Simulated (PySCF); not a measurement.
Ti(OH)3(SH) (H4O3STi), SMILES [OH][Ti]([OH])([OH])[SH], multiplicity 1.

Geometry optimised at B3LYP-D3(BJ)/def2-SVP. The spin state was assumed, not searched. The structure was generated by enumeration; whether it is a known compound was not checked. Other conformers were not sampled.

Two levels are set side by side: TDA-PBE/def2-SVPD (PySCF) and TDA-PBE0/def2-SVPD (PySCF). Vertical, same geometry. The lowest singlet is HOMO→LUMO 90 % with PBE and HOMO→LUMO 88 % with the other functional; states are paired by order. Differences are taken from unrounded values.

```
quantity                              TDA-PBE
------------------------------------  -------
lowest singlet excitation (eV)           3.26
lowest triplet excitation (TDA) (eV)     3.06
```

Question: These are the TDA-PBE values. What does TDA-PBE0 give? (An estimate is asked for; the answer gives what the named calculation found.)

Answer: 
| quantity | TDA-PBE0 | TDA-PBE minus TDA-PBE0 |
|---|---|---|
| lowest singlet excitation (eV) | 3.83 | -0.57 |
| lowest triplet excitation (TDA) (eV) | 3.58 | -0.53 |

A lower first singlet is the usual sign of a functional without exact exchange. Differences between two approximate levels are no errors against the true value.

Rough cost on one machine, each run with all the roots and properties that it gave: TDA-PBE0 against TDA-PBE about 3 times.
